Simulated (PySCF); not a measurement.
Precursor series Zn OH-CH3. All species are isolated molecules in the gas phase. One relaxed conformer stands for each flexible species; it need not be the lowest.

The HOMO–LUMO gap from two functionals at the same geometries (PBE-D3(BJ)/def2-SVP), both in PySCF: PBE-D3(BJ)/def2-TZVP and B3LYP-D3(BJ)/def2-TZVP. B3LYP has the VWN-RPA correlation part, as in Gaussian. 

```tsv
species	PBE-D3(BJ)/def2-TZVP (eV)
0 of 2 OH replaced by CH3	4.71
1 of 2 OH replaced by CH3	5.19
2 of 2 OH replaced by CH3	5.50
```

What does B3LYP-D3(BJ)/def2-TZVP give for each?


- 0 of 2 OH replaced by CH3: 6.63
- 1 of 2 OH replaced by CH3: 7.01
- 2 of 2 OH replaced by CH3: 6.85
Over these rows, drawn at random from the members with no instability flagged (it was tested for open shells, ions and some series alone), PBE minus B3LYP-D3(BJ): mean -1.70 eV, from -1.92 eV to -1.35 eV.
